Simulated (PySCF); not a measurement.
Wall times of GIAO shielding runs at PBE0/pcSseg-1 with PySCF (density fitting, gas phase, population analyses included), each on 1 thread of an Arm Neoverse N1, shared host:

| SMILES | atoms | basis functions | SCF cycles | wall time (s) |
| --- | --- | --- | --- | --- |
| NC[SiH2]C=O | 12 | 127 | 13 | 20 |
| C/C(F)=C1C=C\1F | 11 | 139 | 14 | 23 |
| C#C[C@@]1(F)C[C@@H]1F | 11 | 139 | 14 | 24 |
| F/C=C(\F)C1=CC1 | 11 | 139 | 14 | 23 |
| CC#C/C(F)=C\F | 11 | 139 | 14 | 27 |
| C#C/C(F)=C/CF | 11 | 139 | 14 | 29 |
| Cl[SiH2][SiH2]C1(Cl)CC1 | 15 | 187 | 12 | 54 |
| CN[SiH2]/C=C(/C#N)OC | 19 | 210 | 14 | 72 |
| C=CCO[C@@H]1C=C(F)[SiH2]O1 | 19 | 222 | 14 | 82 |
| O=C(O)C1=C[SiH2][C@@H]1CCF | 19 | 222 | 15 | 85 |
| O=C(O)C1=C[C@@H]1CC[SiH2]F | 19 | 222 | 15 | 84 |
| C=CN([SiH2][SiH3])C(C)C | 23 | 225 | 14 | 83 |
| Cc1ccc([SiH2]CCl)nc1 | 20 | 234 | 14 | 88 |
| C=CC[C@@H]1C[C@@]1(Cl)CO[SiH3] | 23 | 249 | 14 | 120 |

(1) How does the time grow with the number of basis functions N?

(2) Estimate size and time for `CC[C@@H](F)C1COC1`, `C=CC(=C)[Si@H](N)F`, `N#CC[C@H]([SiH3])CF`, `C#C/C(F)=C\CF`.

Results:

(1) A log–log fit gives t ∝ N^2.6 over this range; fixed costs weigh on the small cases, and a shared host adds scatter.

(2) CC[C@@H](F)C1COC1: 191 functions, 54 s measured (the fit gives 57 s); C=CC(=C)[Si@H](N)F: 166 functions, 50 s measured (the fit gives 39 s); N#CC[C@H]([SiH3])CF: 166 functions, 40 s measured (the fit gives 39 s); C#C/C(F)=C\CF: 139 functions, 29 s measured (the fit gives 25 s).
